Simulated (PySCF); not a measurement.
BFGeH4O. Atoms are numbered in the order given.

```xyz
8

B     -0.0081     1.0478     0.0000
F     -1.1756     1.7083     0.0000
Ge     0.0158    -1.0198     0.0000
H     -0.7168    -1.5706     1.2352
H     -0.7168    -1.5706    -1.2352
H      1.4455    -1.5781     0.0000
O      1.1401     1.7534     0.0000
H      0.9843     2.7114     0.0000
```

Geometry: r2SCAN-D4/def2-SVP. One conformer was computed; it need not be the lowest.

Calculation: PBE/pcSseg-1 in PySCF.

GIAO shieldings, no solvent; atoms alike by connectivity are averaged. δ = σ(ref) − σ: ¹¹B against BF3 (σ = 83.9 ppm); ¹⁹F against CFCl3 (σ = 133.6 ppm); ⁷³Ge against GeH4 (σ = 1614.4 ppm); ¹H against TMS (σ = 31.49 ppm); ¹⁷O against H2O (σ = 334.3 ppm), references at their B3LYP-D3(BJ)/def2-TZVP geometries, non-relativistic.

| nucleus | atoms | count | δ (ppm) |
|---|---|---|---|
| ¹¹B | B1 | 1 | 20.8 |
| ¹⁹F | F2 | 1 | -57.9 |
| ⁷³Ge | Ge3 | 1 | -38.2 |
| ¹H | H8 | 1 | 5.43 |
| ¹H | H4, H5, H6 | 3 | 3.64 |
| ¹⁷O | O7 | 1 | 175.5 |
